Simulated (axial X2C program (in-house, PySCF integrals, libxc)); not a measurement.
Density and ELF of Br₂⁺

Calculated with an in-house all-electron X2C program for linear molecules (integrals from PySCF). Two-component (2c) means X2C with spin–orbit coupling and atomic mean-field two-electron Coulomb and Gaunt terms. Basis: Br dyall-cv3z [8s9p6d4f1g] (cores contracted in-house); Gaussian nuclei, density fitting, unrestricted open shells. Masses: Br 78.918 u.

PBE0, 2c, state Ω = 3/2 (⟨Sz⟩ = 0.50, ⟨Lz⟩ = 1.00 at PBE0); Br at z = 0, Br at z = 2.194 Å.

The maps cover the half plane through the axis: z from -2.4 to 4.2 Å along the bond, ρ from 0.15 to 2.25 Å away from it.

log10 of the density in e/bohr³:

```
 ρ\z  -2.4  -1.8  -1.2  -0.6   0.0   0.6   1.2   1.8   2.4   3.0   3.6   4.2
0.15  -4.0  -2.8  -1.6  -0.5   1.4  -0.5  -0.9   0.2   1.1  -0.9  -2.0  -3.2
0.45  -4.1  -2.9  -1.7  -0.7   0.1  -0.7  -1.0  -0.5  -0.1  -1.0  -2.1  -3.3
0.75  -4.2  -3.0  -1.9  -1.0  -0.7  -1.0  -1.3  -0.9  -0.7  -1.3  -2.3  -3.4
1.05  -4.3  -3.2  -2.2  -1.4  -1.1  -1.4  -1.6  -1.3  -1.2  -1.6  -2.5  -3.6
1.35  -4.5  -3.5  -2.6  -1.9  -1.6  -1.8  -2.0  -1.7  -1.7  -2.1  -2.9  -3.8
1.65  -4.7  -3.8  -3.0  -2.4  -2.2  -2.3  -2.5  -2.2  -2.2  -2.5  -3.2  -4.1
1.95  -5.0  -4.1  -3.4  -2.9  -2.7  -2.9  -3.0  -2.8  -2.7  -3.0  -3.6  -4.4
2.25  -5.3  -4.5  -3.9  -3.4  -3.3  -3.4  -3.5  -3.3  -3.3  -3.5  -4.1  -4.7
```

Electron localisation function (collinear form, no current term, damped to 0 at low density):

```
 ρ\z  -2.4  -1.8  -1.2  -0.6   0.0   0.6   1.2   1.8   2.4   3.0   3.6   4.2
0.15  0.00  0.06  0.52  0.20  0.25  0.15  0.69  0.51  0.76  0.52  0.33  0.02
0.45  0.00  0.06  0.54  0.47  0.38  0.36  0.63  0.17  0.26  0.70  0.33  0.02
0.75  0.00  0.05  0.53  0.82  0.56  0.67  0.49  0.65  0.64  0.80  0.31  0.01
1.05  0.00  0.04  0.46  0.85  0.87  0.65  0.30  0.78  0.89  0.77  0.25  0.01
1.35  0.00  0.02  0.33  0.75  0.81  0.46  0.14  0.65  0.82  0.65  0.16  0.00
1.65  0.00  0.01  0.16  0.54  0.61  0.23  0.05  0.41  0.63  0.43  0.07  0.00
1.95  0.00  0.00  0.04  0.26  0.32  0.07  0.01  0.16  0.34  0.17  0.01  0.00
2.25  0.00  0.00  0.01  0.05  0.08  0.01  0.00  0.03  0.08  0.03  0.00  0.00
```

Axial spin density in 10⁻³ e/bohr³:

```
 ρ\z  -2.4  -1.8  -1.2  -0.6   0.0  0.6   1.2   1.8   2.4   3.0   3.6  4.2
0.15   0.0   0.0  -0.5  -1.0  36.9  0.2  -1.1   0.2   9.7  -1.4  -0.2  0.0
0.45   0.0   0.0   0.2   6.5   5.3  4.1  -1.1   8.5   8.6   2.6   0.1  0.0
0.75   0.0   0.0   0.7   8.3  20.0  4.5  -0.9  10.6  18.8   4.0   0.3  0.0
1.05   0.0   0.1   0.6   4.7   9.7  2.2  -0.6   5.1   9.2   2.6   0.3  0.0
1.35   0.0   0.0   0.3   1.9   3.1  0.8  -0.3   1.7   3.1   1.1   0.2  0.0
1.65   0.0   0.0   0.1   0.6   0.9  0.2  -0.1   0.5   0.9   0.4   0.1  0.0
1.95   0.0   0.0   0.1   0.2   0.2  0.0  -0.1   0.1   0.2   0.1   0.0  0.0
2.25   0.0   0.0   0.0   0.1   0.1  0.0   0.0   0.0   0.1   0.0   0.0  0.0
```

The state is a single determinant with fixed occupations, the lowest that a limited PBE0 search found. Density functionals use the spin component along the axis (collinear). Without a current term, density functionals place determinants with orbital angular momentum somewhat too high.
